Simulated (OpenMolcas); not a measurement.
# Mo4+: moving or changing the point charges

Mo4+ among 6 point charges of -1.5 e arranged as an octahedron (Oh), 2.15 Å from the ion.
```
   2.1500    0.0000    0.0000  -1.50
   0.0000    2.1500    0.0000  -1.50
  -2.1500    0.0000    0.0000  -1.50
   0.0000   -2.1500    0.0000  -1.50
   0.0000    0.0000    2.1500  -1.50
   0.0000    0.0000   -2.1500  -1.50
```

```yaml
Program: OpenMolcas
Method: "SS-CASPT2, IPEA 0.25 Eh, imaginary shift 0.1 Eh (closed shells correlated: 4s 4p)"
Basis: ANO-RCC-VDZP [6s5p3d1f]
Scalar_Hamiltonian: DKH2, point nucleus
Active_space: 2 electrons in 5 orbitals (4d)
State_averaging: 2S+1 = 3 even, 10 roots; 2S+1 = 1 even, 15 roots
Spin-orbit_coupling: state interaction with AMFI integrals over the reference wave functions
```

Runs around this geometry, states (labels of O, the rotations of Oh). Energies in cm-1 above the lowest state or level, χT in cm3 K/mol; under a threefold ground state the first gap can be a small split of the lowest multiplet, not the spin-orbit step; 10Dq and B are least-squares fits to the states below 45000 cm-1, weighted by degeneracy, with a free offset, and given where the rms deviation is under 5 % of |10Dq| (or 100 cm-1) and under 700 cm-1.

| R (Å) | q (e) | Ground state | First state of that spin | 10Dq | B (rms of fit) | First gap with spin-orbit (degeneracies) | χT at 300 K | First state of another spin |
| --- | --- | --- | --- | --- | --- | --- | --- | --- |
| 2.15 | -0.98 | 3T1 | 3T2 3470 |  |  | 310 (2, 3) | 0.189 | 1T2 9880 |
| 2.02 | -1.5 | 3T1 | 3T2 7510 | 9041 | 703 (297) | 180 (2, 3) | 0.222 | 1T2 10350 |
| 2.15 | -1.5 | 3T1 | 3T2 5490 | 6801 | 718 (294) | 240 (2, 3) | 0.203 | 1T2 10270 |

Taking |10Dq| as R^-n, n = -ln(6801 / 9041) / ln(2.15 / 2.02) = 4.6 between the shortest and longest distance. The point-charge formula for a cubic d site gives n = 5.

Scaling the charges by -0.98 / -1.5 = 0.65 scales the first state of the same spin by 3470 / 5490 = 0.63; with fixed orbitals a first-order splitting would follow the charge.

Roots that are degenerate in the reference are averaged as groups; the widest CASPT2 spread within a group is 450 cm-1 (the 3-fold group of multiplicity 1 near 20900 cm-1 above the lowest state of its run, R = 2.15, q = -1.5). Shifts and gaps below about the spread of the groups concerned are not significant. An orbital triplet at a regular site is open to Jahn-Teller coupling, which can distort the site and quench the lowest spin-orbit gaps and is left out. Free-ion shares, where given, are those of the reference states; single-state CASPT2 does not remix them. This field is weak: 10Dq is about 4625 cm-1, while octahedral complexes of 4d ions of charge 3 and more, computed by the same method with explicit ligands, had a median near 25000 cm-1. Ground spin and moment need not be those of a real site (figures for R = 2.15, q = -0.98; the like holds for R = 2.02, q = -1.5, R = 2.15, q = -1.5). This is an electrostatic model: the charges have no orbitals. No measured value stands beside these numbers.
